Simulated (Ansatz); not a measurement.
Gas-phase electronic energies from Ansatz, PBE0-D4/def2-TZVP geometries. CCSD(T)/CBS is the MP2 limit (def2-TZVPP, def2-QZVPP) plus CCSD(T) − MP2 in def2-TZVPP, frozen cores. This one scheme is used for every species. DFT in def2-TZVPP. B3LYP here is the variant with VWN-RPA as its local correlation; programs differ in this. For Ga outer-core shells are correlated without core-valence functions, which leaves a few kJ/mol of doubt a bond. Scalar relativity is left out up to krypton. Each species was taken in one conformer, which may not be the lowest.

Reaction (substitution at a C–Al bond): `C[CH2][Al]([F])[F]` + `[OH][Ga]([F])[Cl]` → `CC[O][Ga]([F])[Cl]` + `[F][AlH][F]`

```tsv
level	ΔE (kcal/mol)
revPBE-D4	17.6
B97M-V	15.5
B3LYP-D4	16.9
CAM-B3LYP-D4	16.5
PBE0	19.0
BHLYP	17.2
HF/def2-QZVPP	15.2
SCS-MP2/def2-QZVPP	17.9
```

**Question.** What does CCSD(T)/CBS give? (An estimate is asked.)

**Answer.** The calculation gave: +18.1 kcal/mol. The listed levels differ from it by -0.5, -2.6, -1.2, -1.6, 0.9, -0.9, -2.9, -0.2 kcal/mol.

**Question.** What do rigid-rotor, harmonic-oscillator terms from PBE0-D4/def2-TZVP frequencies (298.15 K, 1 bar) make of the CCSD(T)/CBS value? (An estimate is asked.)

**Answer.** The calculation gave: ΔZPE = -0.9 kcal/mol, ΔH = +17.0 kcal/mol, ΔS = -17 J/(mol·K), ΔG = +18.2 kcal/mol. Modes under 50 cm⁻¹ make the entropy rough.

Largest T1 diagnostic among the species: 0.014.

The D4 term adds −0.9 kcal/mol with B3LYP and −0.5 kcal/mol with PBE0; it sums over pairs of atoms, weighted by their polarisabilities, and B3LYP, whose exchange is more repulsive, gets the larger term. At CCSD(T), def2-SVP lies −4.2 kcal/mol from the extrapolated value and def2-TZVPP −0.7 kcal/mol.
